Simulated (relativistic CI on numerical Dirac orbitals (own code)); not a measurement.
**Crystal-field levels of Ru5+, 4d3**

Calculated by Dirac-Coulomb-Breit CI, orbitals from a KLI potential per configuration, model QED, valence Slater integrals scaled by 0.7, one configuration in a parametric crystal field (own radial code).

Field parameters in Wybourne normalisation: D4h B²₀ = −7Ds, B⁴₀ = 21(Dq − Dt), B⁴₄ = 21√(5/14) Dq. The field is a parameter set, without covalency.

S and J are read from ⟨S²⟩ = S(S + 1) and ⟨J²⟩ = J(J + 1) of each level; they are not fictitious spins.

D4h, 10Dq = 27000, Ds = -1500, Dt = 690 cm⁻¹, the lowest 16 levels:

| E (cm⁻¹) | Degeneracy | Irrep | S | J |
| --- | --- | --- | --- | --- |
| 0.0 | 2 | Γ6 | 1.49 | 3.34 |
| 21.5 | 2 | Γ7 | 1.49 | 3.32 |
| 8770 | 2 | Γ6 | 0.53 | 3.69 |
| 10230 | 2 | Γ7 | 0.52 | 3.98 |
| 13509 | 2 | Γ7 | 0.54 | 4.02 |
| 13760 | 2 | Γ6 | 0.56 | 3.80 |
| 14528 | 2 | Γ6 | 0.53 | 3.88 |
| 20669 | 2 | Γ7 | 1.33 | 3.46 |
| 20983 | 2 | Γ7 | 1.48 | 3.32 |
| 21131 | 2 | Γ6 | 1.49 | 3.44 |
| 21210 | 2 | Γ6 | 1.46 | 3.25 |
| 22094 | 2 | Γ7 | 0.84 | 3.57 |
| 25240 | 2 | Γ7 | 0.76 | 3.68 |
| 25876 | 2 | Γ6 | 1.03 | 3.54 |
| 26670 | 2 | Γ7 | 1.38 | 2.69 |
| 27442 | 2 | Γ6 | 1.14 | 3.26 |

Principal g values of the ground doublet: 0.01, 0.01, 5.52.

D4h, 10Dq = 27000, Ds = 3000, Dt = 690 cm⁻¹, the lowest 10 levels:

| E (cm⁻¹) | Degeneracy | Irrep | S | J |
| --- | --- | --- | --- | --- |
| 0.0 | 2 | Γ7 | 1.49 | 3.31 |
| 22.3 | 2 | Γ6 | 1.49 | 3.34 |
| 10810 | 2 | Γ7 | 0.56 | 3.87 |
| 12042 | 2 | Γ6 | 0.54 | 3.60 |
| 13553 | 2 | Γ6 | 0.59 | 3.97 |
| 13714 | 2 | Γ7 | 0.57 | 3.84 |
| 14204 | 2 | Γ6 | 0.57 | 4.06 |
| 17684 | 2 | Γ7 | 1.40 | 3.12 |
| 18194 | 2 | Γ7 | 1.48 | 2.97 |
| 18494 | 2 | Γ6 | 1.47 | 2.64 |

Principal g values of the ground doublet: 1.83, 3.59, 3.59.

D4h, 10Dq = 27000, Ds = 2590, Dt = 690 cm⁻¹, the lowest 10 levels:

```csv
E (cm⁻¹),Degeneracy,Irrep,S,J
0.0,2,Γ7,1.49,3.31
21.8,2,Γ6,1.49,3.34
11768,2,Γ7,0.55,3.91
12711,2,Γ6,0.56,3.66
13718,2,Γ7,0.56,3.84
13784,2,Γ6,0.56,3.87
14225,2,Γ6,0.56,4.10
18049,2,Γ7,1.41,3.12
18636,2,Γ7,1.48,3.11
19164,2,Γ6,1.46,3.07
```

Principal g values of the ground doublet: 1.83, 3.60, 3.60.

The free-ion ground term has S = 3/2. Every field shown keeps that spin.

Levels of this model without a field, named by their leading LS term (the scale mimics covalency, so terms lie below those of the real free ion): 4F_3/2 0, 4F_5/2 1453, 4F_7/2 3156, 4F_9/2 4941, 4P_3/2 11752, 4P_1/2 11998, 2G_7/2 13607, 4P_5/2 14246 cm⁻¹.
